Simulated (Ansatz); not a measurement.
Relaxation of CH₃GeNO (7 atoms, charge 0, multiplicity 1), to a largest force component of 0.02 eV/Å in at most 50 steps.

Level of theory: Ansatz 0.2.0, RKS r2SCAN/def2-SVP.

```xyz
7
Properties=species:S:1:pos:R:3:forces:R:3
N 0.127 -2.086 1.952 -0.43 -0.58 0.04
C -0.052 -1.174 1.187 4.29 -0.34 0.83
Ge -0.288 0.254 -0.059 -0.04 1.45 -1.82
O 1.178 0.246 -1.211 -1.07 0.46 0.29
H -1.020 -0.696 1.339 -3.47 0.39 0.03
H -0.265 1.616 0.719 0.53 -0.57 0.38
H 0.951 1.002 -1.806 0.20 -0.81 0.25
```

Problem. Where does it end, and by what steps?

Solution. The run converged. After 13 steps the energy has fallen by 4.370 eV; H5 moved furthest, 1.73 Å. Parted: C2–H5 (1.09 → 2.80 Å).

```csv
step,energy less start (eV),largest force component (eV/Å),accepted
0,0.0000,4.285,yes
1,-0.7939,1.886,yes
2,-1.2337,1.325,yes
3,-1.5560,1.079,yes
4,-1.9239,1.113,yes
5,-2.4512,1.540,yes
6,-2.9790,2.092,yes
7,-3.6530,1.639,yes
8,-4.0534,0.787,yes
9,-4.2331,0.366,yes
10,-4.3414,1.014,yes
11,-4.2523,1.892,no
12,-4.3689,0.157,yes
13,-4.3700,0.013,yes
```

```xyz
7
Properties=species:S:1:pos:R:3
N 0.676 -1.948 2.311
C 0.349 -1.155 1.524
Ge -0.253 0.171 0.271
O 0.940 0.065 -1.037
H -1.657 -0.230 -0.194
H -0.217 1.533 0.975
H 0.793 0.725 -1.728
```

The run took 25 s on 2 threads of INTEL(R) XEON(R) PLATINUM 8581C CPU @ 2.10GHz (Emerald Rapids), on a shared host, peak memory 0.2 GiB.
